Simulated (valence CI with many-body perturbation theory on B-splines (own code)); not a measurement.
## Level structure of Rh⁴⁰⁺

Calculated by valence CI with perturbative core correlation (CI+MBPT): three valence electrons over a frozen Dirac-Fock core [He], radial functions for each j: 9 s, 9 p, 8 d, 6 f, 3 g, 1 h, with the one-electron correlation potential Σ1, the two-electron term Σ2, the three-electron term Σ3, Breit, model QED; selected CI, second order for the rest, scaled by the run's own slope (own B-spline code, finite nucleus).

The last digits are not significant, and no measured levels were compared; by estimate large intervals hold to a few tenths of a per cent, small ones and those within an open d or f shell to about a per cent.

Levels 1 to 45 of 53, with energies above the lowest level, (2s^2 2p1/2) J=1/2. "Leading %" is the weight of the configuration and term that name the level; weights of strongly mixed levels are sums over their largest components and can fall short, so below about 35 % the name and the second component can differ from the true leading terms, or belong to a minority configuration. In the jj column 3d3/2^4 stands for four electrons in 3d with j = 3/2. Lifetimes count E1, E2, E3, M1 and M2 decay at the calculated energies, and are blank where another channel may lead or the interval is too uncertain; long ones can be off by a factor of two.

```
No.  Configuration  Term    J  E (eV)  Leading %      g  Second component  Lifetime             Leading jj
  1          2s²2p   ²P°  1/2     0.0         99  0.649                                  2s^2 2p1/2 (99 %)
  2          2s2p²    ⁴P  1/2   123.6         67  2.307     23 % 2s2p² ²S    220 ps      2s 2p1/2^2 (94 %)
  3          2s²2p   ²P°  3/2   161.4         98  1.321                     39.0 ns      2s^2 2p3/2 (98 %)
  4          2s2p²    ⁴P  3/2   249.0         94  1.678                     1.48 ns  2s 2p1/2 2p3/2 (99 %)
  5          2s2p²    ⁴P  5/2   274.6         52  1.393     48 % 2s2p² ²D    409 ps  2s 2p1/2 2p3/2 (97 %)
  6          2s2p²    ²D  3/2   315.8         72  0.941     27 % 2s2p² ²P   5.42 ps  2s 2p1/2 2p3/2 (98 %)
  7          2s2p²    ²P  1/2   319.5         73  1.160     21 % 2s2p² ⁴P   3.63 ps  2s 2p1/2 2p3/2 (93 %)
  8          2s2p²    ²D  5/2   429.1         52  1.381     48 % 2s2p² ⁴P   24.0 ps      2s 2p3/2^2 (97 %)
  9            2p³   ²P°  3/2   452.9         42  1.410      33 % 2p³ ⁴S°   5.31 ps   2p1/2^2 2p3/2 (97 %)
 10          2s2p²    ²S  1/2   488.4         71  1.829     18 % 2s2p² ²P   4.37 ps      2s 2p3/2^2 (97 %)
 11          2s2p²    ²P  3/2   489.5         71  1.210     24 % 2s2p² ²D   2.68 ps      2s 2p3/2^2 (97 %)
 12            2p³   ⁴S°  3/2   590.3         52  1.414      47 % 2p³ ²D°   3.21 ps   2p1/2 2p3/2^2 (99 %)
 13            2p³   ²D°  5/2   607.0        100  1.187                     3.95 ps  2p1/2 2p3/2^2 (100 %)
 14            2p³   ²P°  1/2   638.4         99  0.649                     2.61 ps   2p1/2 2p3/2^2 (99 %)
 15            2p³   ²P°  3/2   779.7         56  1.274      28 % 2p³ ²D°   2.19 ps         2p3/2^3 (99 %)
 16          2s²3s    ²S  1/2  3450.9         97  1.996                     33.3 fs         2s^2 3s (97 %)
 17          2s²3p   ²P°  1/2  3495.3         95  0.670                      697 fs      2s^2 3p1/2 (95 %)
 18         2s2p3s   ⁴P°  1/2  3537.7         88  2.430    8 % 2s2p3s ²P°   36.0 fs     2s 2p1/2 3s (98 %)
 19          2s²3p   ²P°  3/2  3538.4         72  1.387   15 % 2s2p3s ⁴P°    126 fs      2s^2 3p3/2 (72 %)
 20         2s2p3s   ⁴P°  3/2  3557.3         55  1.542    25 % 2s²3p ²P°   38.5 fs     2s 2p1/2 3s (71 %)
 21         2s2p3s   ²P°  1/2  3567.7         93  0.747    5 % 2s2p3s ⁴P°   49.2 fs     2s 2p1/2 3s (96 %)
 22         2s2p3p    ⁴D  1/2  3575.5         73  0.249    20 % 2s2p3p ²P   47.7 fs  2s 2p1/2 3p1/2 (99 %)
 23          2s²3d    ²D  3/2  3578.1         88  0.820                     4.11 fs      2s^2 3d3/2 (88 %)
 24         2s2p3p    ⁴D  3/2  3591.6         45  1.135    18 % 2s2p3p ²P   86.9 fs  2s 2p1/2 3p1/2 (87 %)
 25          2s²3d    ²D  5/2  3592.8         97  1.196                     4.95 fs      2s^2 3d5/2 (97 %)
 26         2s2p3p    ⁴P  1/2  3611.4         55  2.074    21 % 2s2p3p ²S   37.6 fs  2s 2p1/2 3p1/2 (96 %)
 27         2s2p3p    ⁴P  3/2  3630.3         30  1.418    25 % 2s2p3p ⁴D   38.0 fs  2s 2p1/2 3p3/2 (99 %)
 28         2s2p3p    ²P  1/2  3642.9         44  1.250    16 % 2s2p3p ⁴P   12.6 fs  2s 2p1/2 3p3/2 (89 %)
 29         2s2p3p    ⁴D  5/2  3645.8         56  1.356    26 % 2s2p3p ²D    320 fs  2s 2p1/2 3p3/2 (95 %)
 30         2s2p3p    ²D  3/2  3649.2         49  1.241    19 % 2s2p3p ⁴S   16.5 fs  2s 2p1/2 3p3/2 (97 %)
 31         2s2p3d   ⁴F°  3/2  3656.7         75  0.540   14 % 2s2p3d ²D°   22.4 fs  2s 2p1/2 3d3/2 (99 %)
 32         2s2p3d   ⁴F°  5/2  3670.5         66  1.063   14 % 2s2p3d ⁴D°   15.7 fs  2s 2p1/2 3d3/2 (71 %)
 33         2s2p3d   ⁴P°  5/2  3679.1         43  1.367   19 % 2s2p3d ⁴D°   5.36 fs  2s 2p1/2 3d5/2 (77 %)
 34         2s2p3d   ⁴D°  1/2  3682.9         62  0.378   27 % 2s2p3d ²P°   3.12 fs  2s 2p1/2 3d3/2 (93 %)
 35         2s2p3d   ⁴D°  3/2  3683.4         40  1.274   24 % 2s2p3d ⁴P°   3.98 fs  2s 2p1/2 3d3/2 (82 %)
 36         2s2p3d   ⁴F°  7/2  3691.9         47  1.255   26 % 2s2p3d ⁴D°   5.91 fs  2s 2p1/2 3d5/2 (96 %)
 37         2s2p3s   ⁴P°  5/2  3698.1         74  1.420   19 % 2s2p3d ²F°   15.6 fs     2s 2p3/2 3s (74 %)
 38         2s2p3d   ²D°  3/2  3701.8         48  1.022   39 % 2s2p3d ²P°   5.66 fs  2s 2p1/2 3d5/2 (80 %)
 39         2s2p3d   ²F°  5/2  3703.8         39  1.180   21 % 2s2p3s ⁴P°   7.94 fs  2s 2p1/2 3d5/2 (73 %)
 40          2p²3s    ⁴P  1/2  3705.6         51  2.027     22 % 2p²3s ²S   40.4 fs      2p1/2^2 3s (90 %)
 41         2s2p3s   ²P°  3/2  3713.6         80  1.392   18 % 2s2p3s ⁴P°   29.0 fs     2s 2p3/2 3s (98 %)
 42          2p²3p   ⁴D°  1/2  3737.4         40  0.655    36 % 2p²3p ²P°   33.7 fs   2p1/2^2 3p1/2 (92 %)
 43         2s2p3p    ⁴P  3/2  3747.5         49  1.628    22 % 2s2p3p ⁴S   49.4 fs  2s 2p3/2 3p1/2 (99 %)
 44         2s2p3p    ²D  5/2  3750.2         42  1.350    31 % 2s2p3p ⁴D   22.4 fs  2s 2p3/2 3p1/2 (98 %)
 45         2s2p3s   ²P°  1/2  3756.6         92  0.773    6 % 2s2p3s ⁴P°   23.0 fs     2s 2p3/2 3s (94 %)
```

The ionisation energy to 2s² ¹S0 of the next ion comes out as 6163.1 eV (NIST: 6161 ± 5 eV (semi-empirical)). All 53 levels together are meant to be complete up to 3803.0 eV.
